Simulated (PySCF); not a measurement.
Stepwise substitution at one centre (B OH-I). Gas-phase values, no solvent. One relaxed conformer stands for each flexible species; it need not be the lowest. Strings in code marks are SMILES.

Level of theory: ωB97X-D3(BJ)/def2-TZVP // PBE0-D3(BJ)/def2-TZVP in PySCF 2.14.0. All candidates: neutral, multiplicity 1. Excitations are Tamm–Dancoff values on a coarser integration grid. The basis has no diffuse functions, so Rydberg states are missing or too high.

| Quantity | Value |
|---|---|
| S1 excitation (TDA) | 5.49 eV |
| HOMO | -9.74 eV |
| T1 excitation (TDA) | 5.36 eV |

Task: Identify which member has these values.
A. `IB(I)I`
B. `OB(O)I` (H–O–B–I torsion 180°, I–B–O–H torsion -180°)
C. `OB(I)I` (H–O–B–I torsion 0°)
D. `OB(O)O`

Result: C, `OB(I)I` (H–O–B–I torsion 0°). The others give `IB(I)I`: 4.04 eV, -9.65 eV, 3.91 eV; `OB(O)O`: 8.20 eV, -11.81 eV, 7.89 eV; `OB(O)I` (H–O–B–I torsion 180°, I–B–O–H torsion -180°): 6.57 eV, -9.64 eV, 6.04 eV
